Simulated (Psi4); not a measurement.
Cl2OTa (SMILES [O]=[Ta+]([Cl])[Cl]), charge +1, singlet, at a GFN2-xTB geometry (such geometries of metal compounds can be far from the true shape) (the multiplicity is a formal guess) (core potentials on Ta); PBE0/def2-SVP (Psi4).

Here is a job for Psi4.
```
memory 2 GB

molecule {
1 1
  Ta   -0.29651903   -0.03613726    0.26453200
  O    -1.08687266   -1.27977633   -0.62214267
  Cl   -0.01186980    1.56089322   -1.27367303
  Cl    1.79662687   -0.80346789    0.43051453
}

set basis def2-svp

energy('pbe0')
print_variables()
```

It wrote (shortened):

```
   => Loading Basis Set <=

    Name: DEF2-SVP
    Role: ORBITAL
    Keyword: BASIS

    !!!  WARNING: ECP capability is in beta. Please check occupations closely.  !!!

         ---------------------------------------------------------
                                   SCF
               by Justin Turney, Rob Parrish, Andy Simmonett
                          and Daniel G. A. Smith
                              RKS Reference
         ---------------------------------------------------------

  ==> Geometry <==

    Molecular point group: cs
    Full point group: Cs

    Geometry (in Angstrom), charge = 1, multiplicity = 1:

       Center              X                  Y                   Z               Mass
    ------------   -----------------  -----------------  -----------------  -----------------
         TA           0.230607118882     0.268414103922     0.000000000000   180.947995800000
         O            1.613941159844    -0.753288347098     0.000000000000    15.994914619570
         CL          -0.965755834855    -0.522182007020     1.715015954994    34.968852682000
         CL          -0.965755834855    -0.522182007020    -1.715015954994    34.968852682000

  Running in cs symmetry.

  Rotational constants: A =      0.10690  B =      0.07077  C =      0.05094 [cm^-1]
  Rotational constants: A =   3204.70221  B =   2121.67662  C =   1527.22171 [MHz]
  Nuclear repulsion =  227.550430806815228

  Charge       = 1
  Multiplicity = 1
  Electrons    = 54
  Nalpha       = 27
  Nbeta        = 27

  ==> Algorithm <==

  SCF Algorithm Type is DF.
  DIIS enabled.
  MOM disabled.
  Fractional occupation disabled.
  Guess Type is SAD.
  Energy threshold   = 1.00e-06
  Density threshold  = 1.00e-06
  Integral threshold = 1.00e-12

  ==> Primary Basis <==

  Basis Set: DEF2-SVP
    Blend: DEF2-SVP
    Number of shells: 34
    Number of basis functions: 82
    Number of Cartesian functions: 90
    Spherical Harmonics?: true
    Max angular momentum: 3

  Core potential: DEF2-SVP
    Number of shells: 4
    Number of ECP primitives: 10
    Number of ECP core electrons: 60
    Max angular momentum: 3

  ==> DFT Potential <==

   => LibXC <=

    Version 7.1.2
    S. Lehtola, C. Steigemann, M. J. T. Oliveira, and M. A. L. Marques,  SoftwareX 7, 1–5 (2018) (10.1016/j.softx.2017.11.002)

   => Composite Functional: PBE0 <=

    PBE0 Hyb-GGA Exchange-Correlation Functional

    C. Adamo and V. Barone,  J. Chem. Phys. 110, 6158 (1999) (10.1063/1.478522)
    M. Ernzerhof and G. E. Scuseria,  J. Chem. Phys. 110, 5029 (1999) (10.1063/1.478401)

    Deriv               =              1
    GGA                 =           TRUE
    Meta                =          FALSE

    Exchange Hybrid     =           TRUE
    MP2 Hybrid          =          FALSE

   => Exchange Functionals <=

    0.7500   Perdew, Burke & Ernzerhof

   => Exact (HF) Exchange <=

    0.2500               HF

   => Correlation Functionals <=

    1.0000   Perdew, Burke & Ernzerhof

   => LibXC Density Thresholds  <==

    XC_HYB_GGA_XC_PBEH:  1.00E-15

   => Molecular Quadrature <=

    Radial Scheme          =       TREUTLER
    Pruning Scheme         =           NONE
    Nuclear Scheme         =       TREUTLER

    Blocking Scheme        =         OCTREE
    BS radius alpha        =              1
    Pruning alpha          =              1
    Radial Points          =             75
    Spherical Points       =            302
    Total Points           =          86750
    Total Blocks           =            753
    Max Points             =            255
    Max Functions          =             77
    Weights Tolerance      =       1.00E-15

   => Loading Basis Set <=

    Name: (DEF2-SVP AUX)
    Role: JKFIT
    Keyword: DF_BASIS_SCF

  ==> Integral Setup <==

  SCF_SUBTYPE=INCORE selected. In-core MEM_DF algorithm will be used.
  Using in-core AOs.

  ==> MemDFJK: Density-Fitted J/K Matrices <==

    J tasked:                   Yes
    K tasked:                   Yes
    wK tasked:                   No
    Algorithm:                 Core
    Schwarz Cutoff:           1E-12
    Mask sparsity (%):       2.5877
    Fitting Condition:        1E-10

   => Auxiliary Basis Set <=

  Basis Set: (DEF2-SVP AUX)
    Blend: DEF2-UNIVERSAL-JKFIT
    Number of shells: 146
    Number of basis functions: 560
    Number of Cartesian functions: 744
    Spherical Harmonics?: true
    Max angular momentum: 6

  Minimum eigenvalue in the overlap matrix is 1.1116803358E-02.
  Reciprocal condition number of the overlap matrix is 2.8331052138E-03.
    Using symmetric orthogonalization.

  ==> Pre-Iterations <==

  SCF Guess: Superposition of Atomic Densities via on-the-fly atomic UHF (no occupation information).

   -------------------------
    Irrep   Nso     Nmo
   -------------------------
     A'        50      50
     A"        32      32
   -------------------------
    Total      82      82
   -------------------------

  ==> Iterations <==

                           Total Energy        Delta E     RMS |[F,P]|

   @DF-RKS iter SAD: -1051.24815630472108   -1.05125e+03   0.00000e+00
   @DF-RKS iter   1: -1051.08902854372423    1.59128e-01   1.89310e-02 ADIIS/DIIS
   @DF-RKS iter   2: -1041.18267018318306    9.90636e+00   6.39635e-02 ADIIS/DIIS
   @DF-RKS iter   3: -1051.30278629961595   -1.01201e+01   1.78341e-02 ADIIS/DIIS
   @DF-RKS iter   4: -1051.71997096037285   -4.17185e-01   3.91427e-03 ADIIS/DIIS
   @DF-RKS iter   5: -1051.74004787170247   -2.00769e-02   9.70359e-04 ADIIS/DIIS
   @DF-RKS iter   6: -1051.74143699942897   -1.38913e-03   4.91176e-04 ADIIS/DIIS
   @DF-RKS iter   7: -1051.74183593342195   -3.98934e-04   3.25698e-05 DIIS
   @DF-RKS iter   8: -1051.74183776451650   -1.83109e-06   1.15035e-05 DIIS
   @DF-RKS iter   9: -1051.74183795556792   -1.91051e-07   4.64863e-06 DIIS
   @DF-RKS iter  10: -1051.74183798658896   -3.10210e-08   1.73299e-06 DIIS
   @DF-RKS iter  11: -1051.74183799130151   -4.71255e-09   1.38272e-07 DIIS
  Energy and wave function converged.

  ==> Post-Iterations <==

   Electrons on quadrature grid:
      Ntotal   =   54.0000468637 ; deviation = 4.686e-05

    Orbital Energies [Eh]
    ---------------------

    Doubly Occupied:

       1Ap  -101.918906     1App -101.918896     2Ap   -19.467632
       3Ap    -9.770542     2App   -9.770540     3App   -7.507779
       4Ap    -7.507775     5Ap    -7.504839     4App   -7.504828
       6Ap    -7.502831     5App   -7.502826     7Ap    -3.075175
       8Ap    -1.823735     9Ap    -1.814414     6App   -1.811205
      10Ap    -1.147954    11Ap    -1.065786     7App   -1.058787
      12Ap    -0.641676     8App   -0.639997    13Ap    -0.631506
       9App   -0.621312    14Ap    -0.614298    15Ap    -0.604912
      10App   -0.563604    16Ap    -0.560758    11App   -0.550411

    Virtual:

      17Ap    -0.363786    12App   -0.327721    18Ap    -0.311041
      13App   -0.254477    19Ap    -0.251508    20Ap    -0.219654
      21Ap    -0.108873    14App   -0.106166    22Ap    -0.085357
      23Ap    -0.046951    15App    0.020769    24Ap     0.031282
      16App    0.041800    25Ap     0.052802    26Ap     0.061093
      27Ap     0.310048    17App    0.319669    28Ap     0.344492
      18App    0.396873    29Ap     0.401590    19App    0.414151
      30Ap     0.466528    20App    0.481442    31Ap     0.501986
      21App    0.516876    32Ap     0.549167    22App    0.558461
      33Ap     0.573896    23App    0.596576    34Ap     0.640915
      35Ap     0.664630    24App    0.702870    36Ap     0.706994
      25App    0.730872    37Ap     0.789190    38Ap     0.839446
      26App    0.852846    27App    0.877533    39Ap     0.885371
      40Ap     0.941337    28App    0.946069    41Ap     0.979976
      29App    0.982371    42Ap     1.043107    43Ap     1.184763
      44Ap     1.236876    30App    1.288821    45Ap     1.444765
      46Ap     2.420975    31App    2.427727    47Ap     2.633270
      32App    2.638405    48Ap     2.966656    49Ap    69.799400
      50Ap   642.536731

    Final Occupation by Irrep:
             Ap   App
    DOCC [    16,   11 ]
    NA   [    16,   11 ]
    NB   [    16,   11 ]

  @DF-RKS Final Energy: -1051.74183799130151

   => Energetics <=

    Nuclear Repulsion Energy =            227.5504308068152284
    One-Electron Energy =               -1910.3119327872245776
    Two-Electron Energy =                 684.8572607193992781
    DFT Exchange-Correlation Energy =     -53.8375967302914304
    Empirical Dispersion Energy =           0.0000000000000000
    VV10 Nonlocal Energy =                  0.0000000000000000
    Total Energy =                      -1051.7418379913015087

Computation Completed

Properties will be evaluated at   0.000000,   0.000000,   0.000000 [a0]

Properties computed using the SCF density matrix

 Multipole Moments:

 ------------------------------------------------------------------------------------
     Multipole            Electronic (a.u.)      Nuclear  (a.u.)        Total (a.u.)
 ------------------------------------------------------------------------------------

 L = 1.  Multiply by 2.5417464519 to convert [e a0] to [Debye]
 Dipole X            :         31.8629092          -31.9860270           -0.1231178
 Dipole Y            :         40.1987323          -38.3446438            1.8540885
 Dipole Z            :          0.0000000            0.0000000            0.0000000
 Magnitude           :                                                    1.8581717

 ------------------------------------------------------------------------------------

  Variable Map:
  ----------------------------------------------------------------------------
  "CURRENT ENERGY"              =>   -1051.741837991302
  "CURRENT REFERENCE ENERGY"    =>   -1051.741837991302
  "DD SOLVATION ENERGY"         =>       0.000000000000
  "DFT FUNCTIONAL TOTAL ENERGY" =>   -1051.741837991302
  "DFT TOTAL ENERGY"            =>   -1051.741837991302
  "DFT VV10 ENERGY"             =>       0.000000000000
  "DFT XC ENERGY"               =>     -53.837596730291
  "GRID ELECTRONS ALPHA"        =>      27.000023431856
  "GRID ELECTRONS BETA"         =>      27.000023431856
  "GRID ELECTRONS TOTAL"        =>      54.000046863712
  "NUCLEAR REPULSION ENERGY"    =>     227.550430806815
  "ONE-ELECTRON ENERGY"         =>   -1910.311932787225
  "PCM POLARIZATION ENERGY"     =>       0.000000000000
  "PE ENERGY"                   =>       0.000000000000
  "SCF ITERATION ENERGY"        =>   -1051.741837991302
  "SCF ITERATIONS"              =>      11.000000000000
  "SCF TOTAL ENERGY"            =>   -1051.741837991302
  "TWO-ELECTRON ENERGY"         =>     684.857260719399
  "XC GRID RADIAL POINTS"       =>      75.000000000000
  "XC GRID SPHERICAL POINTS"    =>     302.000000000000
  "XC GRID TOTAL POINTS"        =>   86750.000000000000

  Array Variable Map:
  ----------------------------------------------------------------------------
  "CURRENT DIPOLE"              =>      -0.123117808752 ... 0.000000000000 1 by 3
  "SCF DIPOLE"                  =>      -0.123117808752 ... 0.000000000000 1 by 3
  "SCF TOTAL ENERGIES"          =>   -1051.248156304721 ... -1051.741837991302 1 by 12
```
